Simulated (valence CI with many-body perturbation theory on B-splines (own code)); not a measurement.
E1 transitions of Hg LXXV

Calculated by valence CI with perturbative core correlation (CI+MBPT): four valence electrons over a frozen Dirac-Fock core [He], a basis of 11 s, 11 p, 10 d, 8 f, 5 g, 2 h functions for each j, with the one-electron correlation potential Σ1 (screened to all orders), the two-electron term Σ2, the three-electron term Σ3, Breit, model QED; selected single and double excitations, second order for the rest, scaled by the run's own slope (own B-spline code, finite nucleus).

No measured spectrum was set against this ion. As an estimate, large intervals hold to a few tenths of a per cent, small ones and those within an open d or f shell to about a per cent. Among the levels kept, up to 1400 cm⁻¹ of a level comes from second order outside the variational space, and about a tenth of that is noise between levels of different J, which matters for small intervals.

Lines 101 to 150 of 534 in falling wavelength, among levels below 144360 × 10³ cm⁻¹, chosen from the strongest by gf and those to the six lowest levels. Wavelengths and rates use the calculated energies. Electric multipoles are in the length gauge with retardation, E1 and E2 with the static RPA response of the core. Weak lines are less certain than strong ones. Lines between different terms over intervals too small for the method are left out, as are lines whose strength nearly cancels. The highest levels of a list are the least certain.

Levels are named by their leading jj configuration (3d3/2^4 stands for four electrons in 3d with j = 3/2), which in mixed levels can hold well under half, so a name can repeat and another be missing. Letters in brackets count levels of one name in rising energy.

| λ vac (nm) | Upper | Lower | A (s⁻¹) | log gf | Branch % |
| --- | --- | --- | --- | --- | --- |
| 1.757 | (2p1/2^2 2p3/2 3p3/2) J=3 | (2p1/2^2 2p3/2 3s) J=2 | 2.78e+12 | -0.04 | 0.5 |
| 1.750 | (2s 2p1/2 2p3/2 3d3/2) J=3 [b] | (2s 2p1/2 2p3/2 3p1/2) J=3 | 1.00e+12 | -0.49 | 0.0 |
| 1.749 | (2s^2 2p3/2 3p3/2) J=3 | (2s^2 2p3/2 3s) J=2 | 3.09e+12 | 0.00 | 20.0 |
| 1.748 | (2s 2p3/2^2 3p3/2) J=4 | (2s 2p3/2^2 3s) J=3 | 3.09e+12 | 0.11 | 23.9 |
| 1.745 | (2s 2p1/2 2p3/2 3p3/2) J=3 [a] | (2s 2p1/2 2p3/2 3s) J=2 [a] | 3.05e+12 | -0.01 | 4.6 |
| 1.740 | (2s 2p1/2 2p3/2 3p3/2) J=2 [a] | (2s 2p1/2 2p3/2 3s) J=1 [a] | 8.71e+11 | -0.70 | 0.1 |
| 1.739 | (2s 2p3/2^2 3p3/2) J=3 [a] | (2s 2p3/2^2 3s) J=3 | 1.76e+12 | -0.25 | 0.6 |
| 1.738 | (2s 2p3/2^2 3p3/2) J=2 [b] | (2s 2p3/2^2 3s) J=1 [a] | 2.13e+12 | -0.32 | 1.9 |
| 1.737 | (2s 2p1/2 2p3/2 3p3/2) J=3 [b] | (2s 2p1/2 2p3/2 3s) J=2 [b] | 1.09e+12 | -0.46 | 0.2 |
| 1.737 | (2s 2p3/2^2 3p3/2) J=2 [c] | (2s 2p3/2^2 3s) J=2 [b] | 8.02e+11 | -0.74 | 1.1 |
| 1.734 | (2s 2p1/2 2p3/2 3p3/2) J=4 | (2s 2p1/2 2p3/2 3s) J=3 | 2.63e+12 | 0.03 | 38.1 |
| 1.732 | (2s 2p1/2 2p3/2 3p3/2) J=1 [b] | (2s 2p1/2 2p3/2 3s) J=2 [b] | 2.62e+12 | -0.45 | 0.3 |
| 1.729 | (2s 2p1/2 2p3/2 3d3/2) J=2 [b] | (2s 2p1/2 2p3/2 3p1/2) J=3 | 5.43e+11 | -0.91 | 0.0 |
| 1.724 | (2s 2p3/2^2 3p3/2) J=2 [c] | (2s 2p3/2^2 3s) J=1 [b] | 1.10e+12 | -0.61 | 1.5 |
| 1.719 | (2s 2p1/2 2p3/2 3p3/2) J=2 [d] | (2s 2p1/2 2p3/2 3s) J=2 [c] | 1.29e+12 | -0.54 | 0.4 |
| 1.719 | (2s 2p1/2 2p3/2 3d3/2) J=2 [d] | (2s 2p1/2 2p3/2 3p1/2) J=2 [c] | 5.20e+11 | -0.94 | 0.0 |
| 1.716 | (2s^2 2p1/2 3p3/2) J=2 | (2s^2 2p1/2 3s) J=1 | 3.23e+12 | -0.15 | 35.6 |
| 1.714 | (2s 2p3/2^2 3p3/2) J=1 [b] | (2s 2p3/2^2 3s) J=1 [a] | 1.06e+12 | -0.85 | 0.1 |
| 1.713 | (2s^2 2p1/2 3p3/2) J=1 | (2s^2 2p1/2 3s) J=1 | 1.14e+12 | -0.82 | 16.4 |
| 1.710 | (2s 2p1/2 2p3/2 3p3/2) J=0 [a] | (2s 2p1/2 2p3/2 3s) J=1 [a] | 2.90e+12 | -0.90 | 0.4 |
| 1.709 | (2s 2p1/2 2p3/2 3p3/2) J=1 [c] | (2s 2p1/2 2p3/2 3s) J=1 [c] | 1.41e+12 | -0.73 | 0.4 |
| 1.705 | (2s 2p3/2^2 3p3/2) J=2 [c] | (2s 2p3/2^2 3s) J=1 [a] | 1.04e+12 | -0.64 | 1.4 |
| 1.704 | (2s^2 2p1/2 3p3/2) J=1 | (2s^2 2p1/2 3s) J=0 | 2.25e+12 | -0.53 | 32.2 |
| 1.703 | (2p1/2^2 2p3/2 3p3/2) J=2 | (2p1/2^2 2p3/2 3s) J=1 | 1.61e+12 | -0.45 | 0.3 |
| 1.701 | (2s 2p1/2 2p3/2 3p3/2) J=2 [b] | (2s 2p1/2 2p3/2 3s) J=3 | 7.60e+11 | -0.78 | 0.2 |
| 1.699 | (2s 2p1/2^2 3p3/2) J=2 | (2s 2p1/2^2 3s) J=1 | 3.14e+12 | -0.17 | 4.4 |
| 1.698 | (2s 2p3/2^2 3p3/2) J=2 [a] | (2s 2p3/2^2 3s) J=2 [a] | 2.42e+12 | -0.28 | 0.3 |
| 1.694 | (2s 2p1/2 2p3/2 3p3/2) J=2 [d] | (2s 2p1/2 2p3/2 3s) J=1 [b] | 1.96e+12 | -0.37 | 0.6 |
| 1.690 | (2s^2 2p3/2 3p3/2) J=2 | (2s^2 2p3/2 3s) J=1 | 1.79e+12 | -0.42 | 10.5 |
| 1.689 | (2s 2p1/2 2p3/2 3p3/2) J=1 [c] | (2s 2p1/2 2p3/2 3s) J=0 | 1.66e+12 | -0.67 | 0.5 |
| 1.686 | (2s 2p1/2^2 3p3/2) J=1 | (2s 2p1/2^2 3s) J=1 | 1.19e+12 | -0.82 | 0.2 |
| 1.678 | (2p1/2^2 2p3/2 3p3/2) J=2 | (2p1/2^2 2p3/2 3s) J=2 | 1.60e+12 | -0.47 | 0.3 |
| 1.674 | (2s 2p1/2 2p3/2 3p3/2) J=1 [d] | (2s 2p1/2 2p3/2 3s) J=1 [b] | 2.15e+12 | -0.57 | 2.9 |
| 1.668 | (2s 2p1/2 2p3/2 3p3/2) J=3 [b] | (2s 2p1/2 2p3/2 3s) J=3 | 1.80e+12 | -0.28 | 0.3 |
| 1.667 | (2s^2 2p3/2 3p3/2) J=2 | (2s^2 2p3/2 3s) J=2 | 1.77e+12 | -0.43 | 10.4 |
| 1.666 | (2s 2p1/2 2p3/2 3p3/2) J=2 [a] | (2s 2p1/2 2p3/2 3s) J=2 [a] | 9.90e+11 | -0.69 | 0.1 |
| 1.642 | (2s 2p3/2^2 3p3/2) J=1 [c] | (2s 2p3/2^2 3s) J=1 [b] | 2.89e+12 | -0.46 | 1.1 |
| 1.636 | (2p1/2^2 2p3/2 3p3/2) J=0 | (2p1/2^2 2p3/2 3s) J=1 | 3.67e+12 | -0.83 | 0.7 |
| 1.626 | (2s 2p3/2^2 3p3/2) J=2 [a] | (2s 2p3/2^2 3s) J=3 | 8.56e+11 | -0.77 | 0.1 |
| 1.622 | (2s^2 2p3/2 3p3/2) J=0 | (2s^2 2p3/2 3s) J=1 | 4.03e+12 | -0.80 | 19.3 |
| 0.5383 | (2s 2p3/2^2 3p3/2) J=3 [a] | (2s^2 2p3/2 3p3/2) J=2 | 4.64e+12 | -0.85 | 1.5 |
| 0.5313 | (2s 2p3/2^2 3s) J=3 | (2s^2 2p3/2 3s) J=2 | 6.21e+12 | -0.74 | 3.6 |
| 0.5312 | (2s 2p3/2^2 3p3/2) J=4 | (2s^2 2p3/2 3p3/2) J=3 | 5.59e+12 | -0.67 | 43.2 |
| 0.5301 | (2s 2p3/2^2 3d3/2) J=4 | (2s^2 2p3/2 3d3/2) J=3 | 5.33e+12 | -0.69 | 0.3 |
| 0.5296 | (2s 2p3/2^2 3p1/2) J=3 | (2s^2 2p3/2 3p1/2) J=2 | 5.91e+12 | -0.76 | 0.9 |
| 0.5286 | (2s 2p3/2^2 3d3/2) J=3 | (2s^2 2p3/2 3d3/2) J=2 | 4.63e+12 | -0.87 | 0.2 |
| 0.5284 | (2s 2p1/2 2p3/2^2) J=2 [a] | (2s^2 2p1/2 2p3/2) J=1 | 6.33e+12 | -0.88 | 97.6 |
| 0.5247 | (2p1/2 2p3/2^2 3s) J=2 [a] | (2s 2p1/2 2p3/2 3s) J=1 [c] | 1.27e+13 | -0.58 | 9.1 |
| 0.5236 | (2p1/2 2p3/2^2 3p1/2) J=1 [a] | (2s 2p1/2 2p3/2 3p1/2) J=0 | 1.05e+13 | -0.89 | 0.9 |
| 0.5222 | (2s 2p1/2 2p3/2^2) J=3 | (2s^2 2p1/2 2p3/2) J=2 | 6.11e+12 | -0.76 | 99.5 |

Q: How does gf follow from A for the line at 0.5286 nm?

A: gf = 1.4992 × (2J+1)_upper × A / σ², with σ = 18919560 cm⁻¹ and 2J+1 = 7: gf = 0.136.
